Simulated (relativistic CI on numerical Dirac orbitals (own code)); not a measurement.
**Electric-dipole lines of In XLI**

These numbers are calculated, not measured: Dirac-Coulomb-Breit CI, KLI orbitals optimised for each configuration, a model potential for QED, unscaled Slater integrals (own radial code, finite nucleus).

Configurations in the expansion (outside the closed core 1s2): 2s2 2p5, 2s 2p6, 2p6 3s, 2p6 3p, 2p6 3d, 2s2 2p4 3s, 2s2 2p4 3p, 2s2 2p4 3d, 2s 2p5 3s, 2s 2p5 3p, 2s 2p5 3d, 2s2 2p4 4s, 2s2 2p4 4p, 2s2 2p4 4d, 2s2 2p4 4f, 2s 2p5 4s. Levels of other configurations are missing.

```csv
λ vac (Å),Lower,Upper,A (s⁻¹),E lower (Ry),E upper (Ry)
3.1310,2s2 2p5 2P°_1/2 [2],2s2 2p4 3d 2D_3/2 [81],2.60e+14,16.001,307.047
3.1368,2s2 2p5 2P°_3/2 [1],2s2 2p4 3d 2P_3/2 [54],3.05e+14,0.000,290.510
3.1371,2s2 2p5 2P°_3/2 [1],2s2 2p4 3d 2D_5/2 [53],2.61e+14,0.000,290.485
3.1488,2s 2p6 2S_1/2 [3],2s 2p5 3d 2P°_1/2 [106],3.92e+14,35.782,325.179
3.1505,2s 2p6 2S_1/2 [3],2s 2p5 3d 2P°_3/2 [104],2.45e+14,35.782,325.025
3.2938,2s2 2p5 2P°_1/2 [2],2s2 2p4 3d 2P_1/2 [58],4.68e+14,16.001,292.662
3.2941,2s2 2p5 2P°_3/2 [1],2s2 2p4 3d 2D_5/2 [29],1.93e+14,0.000,276.635
3.2989,2s2 2p5 2P°_1/2 [2],2s2 2p4 3d 2D_3/2 [57],4.29e+14,16.001,292.231
3.3048,2s2 2p5 2P°_3/2 [1],2s2 2p4 3d 2D_3/2 [28],2.08e+14,0.000,275.737
3.3082,2s 2p6 2S_1/2 [3],2s 2p5 3d 2P°_3/2 [93],3.39e+14,35.782,311.238
3.3100,2s2 2p5 2P°_3/2 [1],2s2 2p4 3d 2D_5/2 [27],1.93e+14,0.000,275.309
9.9329,2s2 2p4 3p 4D°_7/2 [11],2s2 2p4 4d 4F_9/2 [130],2.00e+13,266.017,357.759
10.508,2s2 2p4 3d 4D_5/2 [18],2s2 2p4 4f 4F°_7/2 [135],2.66e+13,272.537,359.263
10.511,2s2 2p4 3d 2G_7/2 [46],2s2 2p4 4f 2H°_9/2 [185],3.85e+13,289.513,376.208
10.536,2s2 2p4 3d 4F_7/2 [20],2s2 2p4 4f 2G°_9/2 [134],3.57e+13,272.771,359.262
10.592,2s2 2p4 3d 4F_7/2 [45],2s2 2p4 4f 4G°_9/2 [180],4.02e+13,289.231,375.263
10.604,2s2 2p4 3d 2G_9/2 [52],2s2 2p4 4f 2H°_11/2 [189],4.11e+13,290.462,376.398
10.605,2s2 2p4 3d 2F_7/2 [23],2s2 2p4 4f 2G°_9/2 [139],3.50e+13,273.512,359.442
10.614,2s2 2p4 3d 4F_9/2 [24],2s2 2p4 4f 4G°_11/2 [140],4.11e+13,273.591,359.447
10.662,2s2 2p4 3d 2D_5/2 [29],2s2 2p4 4f 2F°_7/2 [147],3.73e+13,276.635,362.101
```

Terms are leading LS components. Brackets give the number of a level in order of energy, since labels repeat. The list gives strong lines, with weight on those to low levels, without lines whose two gauges differ by over a factor of 2.5, among the lowest 200 of 207 levels, so that lines to higher ones, which can be the strongest, are missing. Levels whose partners in the same complex of configurations lie outside the list can be far off, and so can their lines. Rates are taken at the computed energies, electric ones in the length gauge.

At this charge energies of transitions that change n are usually good to better than 1 %, and those within a shell (Δn = 0) to a few per cent.

LS names give the leading component of a level, which can be under half, so a name can repeat, a term be missing and a line seem to break the LS rules.
